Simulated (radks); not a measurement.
Question: Ce41+, 17 electrons, occupied as [Ne] 3s2 3p5 (the NIST ground configuration). Calculated with a radial shooting solver on a logarithmic mesh with Libxc functionals: non-relativistic Kohn-Sham, PBE, spin-polarised, spherical densities, point nucleus; open shells are filled with parallel spins first (spin-orbit coupling, left out, can overturn this in heavy ions); relativity is left out, which matters for an element this heavy. Some entries of the table are withheld. Estimate them.

| orbital | occ. | eigenvalue (eV) | <1/r> (bohr^-1) | <r> (bohr) |
|---|---|---|---|---|
| 1s up | 1 | -40730.12 | 57.47 | 0.02618 |
| 1s down | 1 | -40727.69 | 57.47 | 0.02618 |
| 2s up | 1 | -8297.351 | 13.43 | 0.1108 |
| 2s down | 1 | -8295.682 | 13.44 | 0.1107 |
| 2p up | 3 | -8002.578 | 13.41 | 0.09407 |
| 2p down | 3 | -8000.075 | 13.41 | 0.09407 |
| 3s up | 1 | -3228.378 | 5.500 | 0.2671 |
| 3s down | 1 | -3221.621 | 5.495 | 0.2673 |
| 3p up | 3 | -3116.483 | 5.449 | 0.2540 |
| 3p down | 2 | -3109.520 | 5.447 | 0.2542 |
| 3d up | 0 | (1) | 5.339 | 0.2208 |
| 3d down | 0 | (2) | 5.342 | 0.2207 |
| 4s up | 0 | -1695.452 | 2.929 | (3) |
| 4s down | 0 | -1693.099 | 2.927 | (4) |

Answer: 
(1) 3d up eigenvalue (eV): -2940.118
(2) 3d down eigenvalue (eV): -2934.360
(3) 4s up <r> (bohr): 0.4995
(4) 4s down <r> (bohr): 0.5000
